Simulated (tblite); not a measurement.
C5H3NSe (charge +1 and doublet state).
Atom-mapped SMILES: `[N:1]#[C:2][C+:3]1[CH:4][CH:5]=[CH:6][Se:7]1` (hydrogens: H8 on C4; H9 on C5; H10 on C6)
Bond orders are those of one Lewis drawing.

Computed with GFN2-xTB (tblite), gas phase: L-BFGS steps from a force-field or distance-geometry start until the largest atomic force falls under 0.01 eV/Å.

Step 0: E = -481.7136 eV
```
atom  x, y, z in Å  |  force x, y, z in eV/Å
N1      3.4863    0.9465   -0.0802   -2.912  -0.453  -0.319
C2      2.3376    0.7486   -0.1936    1.302  -0.002  -0.060
C3      0.9486    0.4713   -0.2900   -2.282  -1.439  -0.726
C4      0.2024   -0.7880   -0.4268    2.709   1.056   3.333
C5     -1.1400   -0.7743    0.1176    0.243  -1.951  -0.766
C6     -1.7383    0.3945    0.2647    0.636   1.695  -0.480
Se7    -0.5009    1.8099   -0.3134    0.263  -0.219   0.544
H8      0.8178   -1.6726   -0.1381   -0.536   0.359  -1.145
H9     -1.6850   -1.7110    0.3917    0.748   0.693  -0.399
H10    -2.7197    0.5797    0.6458   -0.171   0.263   0.018
```

**Question.** Estimate the geometry and energy of step 1. (The exact step hangs on the optimiser's Hessian estimate; all steps are aligned on step 0, rigid shifts and turns removed.)

**Answer.** E = -482.0362 eV, largest force 6.812 eV/Å
```
atom  x, y, z in Å  |  force x, y, z in eV/Å
N1      3.4447    0.9400   -0.0847    4.234   0.804   0.388
C2      2.3562    0.7485   -0.1945   -6.613  -1.406  -0.831
C3      0.9160    0.4507   -0.3004   -0.278  -0.669  -0.334
C4      0.2411   -0.7729   -0.3792    1.098   0.468   2.466
C5     -1.1365   -0.8021    0.1066    0.196   0.944  -0.596
C6     -1.7292    0.4187    0.2578    1.179   0.098  -0.515
Se7    -0.4972    1.8068   -0.3056   -0.354  -0.255   0.611
H8      0.8101   -1.6675   -0.1545    0.078  -0.188  -0.767
H9     -1.6744   -1.7011    0.3860    0.347  -0.035  -0.226
H10    -2.7221    0.5835    0.6460    0.112   0.240  -0.196
```

The energy changes by -0.3226 eV. The first-order estimate −F·Δx gives -0.7035 eV and the mean of the old and new forces, exact on a quadratic surface, -0.3048 eV. The step makes an angle of 0° with the force vector and moves no atom by more than 0.063 Å.

What follows is the cost of the whole relaxation. On AMD EPYC, one thread, shared host with 64 logical CPUs at a one-minute load of 9.1, this took 0.7 s.
